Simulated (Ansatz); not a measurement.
`CBB(C)F`, charge 0, multiplicity 1.

Give a relaxed structure at PBE0-D4/def2-TZVP (the Gaussian-basis code of Ansatz). (Estimate.)

The calculation gave: 
Z-matrix (Å, degrees):
```
C
B 1 1.559
H 1 1.093 2 113.9
H 1 1.104 2 103.9 3 113.8
H 1 1.091 2 116.3 3 -129.4
B 2 1.690 1 124.7 3 150.6
H 2 1.206 1 116.8 3 -34.8
F 6 1.343 2 118.7 1 -95.6
C 6 1.566 2 124.8 1 83.0
H 9 1.094 6 112.0 2 148.0
H 9 1.099 6 107.4 2 -95.2
H 9 1.092 6 114.2 2 23.0
```
This is one stationary point; other conformers may exist.
